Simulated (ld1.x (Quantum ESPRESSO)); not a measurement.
# Before and after: TM potential for dysprosium

```
Element                 : dysprosium
Generator               : ld1.x (Quantum ESPRESSO) 7.5
Type                    : norm-conserving Troullier–Martins (Kleinman–Bylander form)
Functional              : PBE
Relativity              : fully relativistic
Frozen core             : [Kr] 4d10 5s2
Valence charge          : 18
Reference configuration : 4f10 5p6 5d0 6s1 6p0 (charge +1)
Partial waves           : 6s (bound): rc 2.70 bohr; 5p (bound): rc 2.50 bohr; 5d (bound, empty): rc 3.45 bohr; 4f (bound): rc 1.45 bohr
Local potential         : all-electron potential smoothed inside 2.50 bohr (lloc = -1)
Core correction         : a·sin(br)/r model core, default radius (core density twice the valence density)
```

Open shells are filled in proportion to 2j + 1 (rel_dist='average').

All-electron outer shells of the reference configuration (PBE, scalar-relativistic, ld1.x):

| shell | level (eV) | outermost node (bohr) | outermost maximum (bohr) |
| --- | --- | --- | --- |
| 4d | -159.43 | 0.26 | 0.53 |
| 5s | -55.41 | 0.63 | 1.16 |
| 5p | -31.83 | 0.67 | 1.33 |
| 4f | -9.54 | – | 0.54 |
| 6s | -8.85 | 1.57 | 3.23 |
| 5d | -6.86 | 0.76 | 2.01 |
| 6p | -5.43 | 1.89 | 4.20 |

Change: wave 6s (bound): rc 2.70 bohr becomes 6s (bound): rc 2.42 bohr.

Cutoffs: the cutoffs (Ry, on a coarse ladder) from which the occupation-weighted sum of valence levels, in a spherical-Bessel basis at the reference potential, stays within 10 and 1 mRy of its value at 400 Ry; they do not see the model core or the augmentation charge, which bear on the density cutoff. Errors are all-electron minus pseudo energies relative to the spin-unpolarised reference configuration.

**Question.** How do hardness, ghosts and transferability respond?

**Answer.** Both files keep a bound ghost (s); of the 5 tests that both files solve, the error grows in 2 and shrinks in 1 by more than 15 % and 0.3 meV (median size 90.2 → 168.1 meV).

```tsv
quantity	base	changed
cutoff, loose	200 Ry	200 Ry
cutoff, tight	over 300 Ry	over 300 Ry
loose cutoff by channel (10 mRy a level)	s 8 Ry, p 15 Ry, f 180 Ry	s 10 Ry, p 15 Ry, f 180 Ry
bound ghosts	s	s
tests with a reliable result	6 of 7	6 of 7
error for 4f10 5p6 5d0 6s0 6p0, meV [ΔE 11.67 eV]	-5.0	-2.6
error for 4f9 5p6 5d0 6s0 6p0, meV [ΔE 37.25 eV]	-90	-168
error for 4f9 5p6 5d1 6s1 6p0, meV [ΔE 4.91 eV]	-316	-354
error for 4f9 5p6 5d0 6s2 6p0, meV [ΔE 3.91 eV]	-429	-458
error for 4f10 5p6 5d0 6s1.5 6p0, meV [ΔE -3.76 eV]	-1.3	-2.2
s: phases at 3.73 bohr within 0.05 rad from the reference energy up to (Ry; the scan ends near 5)	1.5	1.6
p1/2: phases at 3.73 bohr within 0.05 rad from the reference energy up to (Ry; the scan ends near 5)	2.4	2.4
p3/2: phases at 3.73 bohr within 0.05 rad from the reference energy up to (Ry; the scan ends near 5)	-0.3	-0.3
d3/2: phases at 3.73 bohr within 0.05 rad from the reference energy up to (Ry; the scan ends near 5)	0.7	0.7
d5/2: phases at 3.73 bohr within 0.05 rad from the reference energy up to (Ry; the scan ends near 5)	0.8	0.8
f5/2: phases at 3.73 bohr within 0.05 rad from the reference energy up to (Ry; the scan ends near 5)	0.3	0.3
f7/2: phases at 3.73 bohr within 0.05 rad from the reference energy up to (Ry; the scan ends near 5)	n/a	n/a
```

 A true bound ghost makes a file unfit for plane-wave use even where its test errors are small: the radial tests pick states by their node count and pass the ghost by.
